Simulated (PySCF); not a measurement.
From one molecule to another.

First species: C8H14NP.
SMILES with atom numbers: `[CH2:1]=[CH:2][C@@H:3]1[C@@H:4]([CH3:5])[P@@:6]1(=[NH:7])/[CH:8]=[CH:9]/[CH3:10]` (hydrogens: H11, H12 on C1; H13 on C2; H14 on C3; H15 on C4; H16, H17, H18 on C5; H19 on N7; H20 on C8; H21 on C9; H22, H23, H24 on C10)

Geometry (GFN2-xTB, Å), atoms numbered from 1 in this order:
```xyz
24
C8H14NP angstrom
C     -2.9951    2.2483   -0.8627
C     -2.4189    1.4373    0.0125
C     -1.3864    0.4603   -0.3211
C     -1.3721   -0.8960    0.4461
C     -1.2645   -2.1631   -0.3632
P     -0.0051    0.1952    0.9034
N     -0.0258    0.6775    2.3863
C      1.4778   -0.1988   -0.0501
C      2.6652   -0.0849    0.5350
C      3.9737   -0.3458   -0.1221
H     -2.7420    2.2222   -1.9105
H     -3.7399    2.9667   -0.5684
H     -2.6837    1.4806    1.0623
H     -1.1509    0.3868   -1.3780
H     -2.1210   -0.9421    1.2336
H     -2.2133   -2.3640   -0.8624
H     -0.4890   -2.0843   -1.1217
H     -1.0294   -3.0098    0.2797
H      0.4949    1.5299    2.5532
H      1.3669   -0.4772   -1.0878
H      2.7031    0.2089    1.5782
H      4.5031   -1.1387    0.4055
H      4.5969    0.5471   -0.0778
H      3.8440   -0.6362   -1.1619
```

Second species: C8H14NP.
InChI=1S/C8H14NP/c1-6-9(5)10(7-2)8(3)4/h2H,3,6H2,1,4-5H3

Levels: PBE0/pcSseg-1 for dipole moment, HOMO energy, LUMO energy and HOMO–LUMO gap; GFN2-xTB for rotational constant A and rotational constant C. Geometries: GFN2-xTB. Each species is one conformer at its optimised geometry, gas phase, non-relativistic unless stated. Electronic properties by PySCF.

Dipoles, sizes and rotational constants follow the conformer. The torsions of the flexible species, by atom-mapped SMILES:
- `[CH2:1]=[CH:2][C@@H:3]1[C@@H:4]([CH3:5])[P@@:6]1(=[NH:7])/[CH:8]=[CH:9]/[CH3:10]`: C1–C2–C3–C4 -145°, C4–P6–C8–C9 -145°
- `[CH:1]#[C:2][P:3]([C:4](=[CH2:5])[CH3:6])[N:7]([CH3:8])[CH2:9][CH3:10]`: C2–P3–C4–C5 -129°, C2–P3–N7–C8 62°, P3–N7–C9–C10 155°

Values for the first species:

| Item | Value |
| --- | --- |
| Dipole moment | 3.62 D |
| HOMO energy | -5.96 eV |
| LUMO energy | -0.71 eV |
| HOMO–LUMO gap | 5.25 eV |
| Rotational constant A | 1.711 GHz |
| Rotational constant C | 0.587 GHz |

Problem. Estimate the same properties for the second species, and the change in each.

Solution. 
```csv
property,first,second,second less first
dipole moment,3.62 D,1.03 D,-2.59 D
HOMO energy,-5.96 eV,-5.83 eV,+0.13 eV
LUMO energy,-0.71 eV,-0.57 eV,+0.14 eV
HOMO–LUMO gap,5.25 eV,5.26 eV,+0.01 eV
rotational constant A,1.711 GHz,1.324 GHz,-0.387 GHz
rotational constant C,0.587 GHz,0.721 GHz,+0.134 GHz
```

On the first: The dipole equals about 12.1 × 10⁻³⁰ C·m (1 D = 3.33564 × 10⁻³⁰ C·m).

On the second: A dipole of 1.03 D is allowed in C1, and pure rotational transitions are dipole-allowed. The dipole matches unit charges of opposite sign 0.21 Å apart (1 e·Å = 4.8032 D).
